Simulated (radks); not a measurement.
Species: the holmium ion Ho31+. Configuration: [Kr]. Calculated with a radial shooting solver on a logarithmic mesh with Libxc functionals: scalar-relativistic Kohn-Sham, PBEsol, spin-polarised, spherical densities, finite nucleus; Fermi nuclear charge, rms radius 5.2022 fm. Some entries of the table are withheld. Estimate them.

| orbital | occ. | eigenvalue (eV) | <r> (bohr) |
|---|---|---|---|
| 1s | 2 | (1) | 0.02075 |
| 2s | 2 | -10455.80 | 0.08806 |
| 2p | 6 | -9400.592 | 0.07802 |
| 3s | 2 | (2) | 0.2277 |
| 3p | 6 | (3) | 0.2260 |
| 3d | 10 | -2482.910 | 0.2044 |
| 4s | 2 | (4) | 0.4697 |
| 4p | 6 | -1295.907 | 0.4827 |

Answer. 
(1) 1s eigenvalue (eV): -56641.45
(2) 3s eigenvalue (eV): -3208.073
(3) 3p eigenvalue (eV): -2885.120
(4) 4s eigenvalue (eV): -1414.793
